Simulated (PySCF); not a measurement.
A structure optimised at PBE-D3(BJ)/def2-SVP, used in a PySCF frequency run:

```xyz
9

C      0.0000     0.7187    -0.9674
C      0.0000    -0.7187    -0.9674
C      0.0000    -1.0975     0.3541
O      0.0000     0.0000     1.1634
C      0.0000     1.0975     0.3541
H      0.0000     1.3842    -1.8375
H      0.0000    -1.3842    -1.8375
H      0.0000    -2.0666     0.8632
H      0.0000     2.0666     0.8632
```
Charge 0, spin multiplicity 1.

**Question.** Write its SMILES, formula and point group.

**Answer.** c1ccoc1, C4H4O, C2v

**Question.** What are its rotational constants (standard atomic weights)?

**Answer.** 9.3908, 9.1217, 4.6272 GHz
